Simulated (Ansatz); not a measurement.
Two isomers of C2H4BClO: A = `O=CCBCl`, B = `ClB1CCO1`.

Gas-phase electronic energies from Ansatz, PBE0-D4/def2-TZVP geometries. CCSD(T)/CBS adds triple-zeta CCSD(T) − MP2 to the extrapolated MP2 energy (def2 sets, frozen cores). DFT in def2-TZVPP. B3LYP here is the variant with VWN-RPA as its local correlation; programs differ in this. Each species was taken in one conformer, which may not be the lowest.

A:

Z-matrix (Å, degrees):
```
C
C 1 1.498
B 1 1.560 2 112.8
H 1 1.104 2 106.9 3 -112.1
H 1 1.091 2 111.2 3 129.7
O 2 1.199 1 124.3 3 -118.5
H 2 1.112 1 115.0 3 60.4
Cl 3 1.740 1 120.7 2 148.2
H 3 1.193 1 122.4 2 -33.8
```

B:

```xyz
9

Cl    0.739    1.582    2.250
B     0.228    0.736    0.816
C     0.295   -0.725    0.238
C    -0.446   -0.011   -0.899
O    -0.431    1.293   -0.235
H     1.280   -1.114   -0.017
H    -0.276   -1.492    0.760
H     0.088    0.055   -1.847
H    -1.477   -0.325   -1.066
```

(1) Which is lower in electronic energy at CCSD(T)/CBS, and by how much? (An estimate is asked.)

(2) Give E(B) − E(A) in kcal/mol with CCSD(T)/def2-SVP, B2PLYP, BLYP-D4, B3LYP, HF/def2-TZVPP, MP2/def2-TZVPP, B3LYP-D4. (An estimate is asked.)

(3) Does the order hold for the free energy at 298.15 K (harmonic terms from PBE0-D4)? (Estimate.)

Largest T1 diagnostic: 0.014.

## Answers

(1) Ansatz gave: B, by 28.5 kcal/mol.

(2) Computed: CCSD(T)/def2-SVP -27.7, B2PLYP -26.4, BLYP-D4 -23.2, B3LYP -25.0, HF/def2-TZVPP -22.6, MP2/def2-TZVPP -29.8, B3LYP-D4 -25.4. None reverses the order clearly.

(3) Computed: Yes: G(B) − G(A) = -24.2 kcal/mol, for one conformer each. Modes under 60 cm⁻¹, often nearly free rotors, make the harmonic entropy too high.

Leaving LDA and LC-ωPBE aside and taking each functional with its dispersion term where it has one, the values, not all of them listed here, spread over 7.7 kcal/mol, from PBE-QIDH to BLYP-D4. LDA lies −6.7 kcal/mol from PBE without D4. From PBE to PBE0 (25 % exact exchange), in def2-TZVPP and without D4, E(B) − E(A) moves by −2.1 kcal/mol.
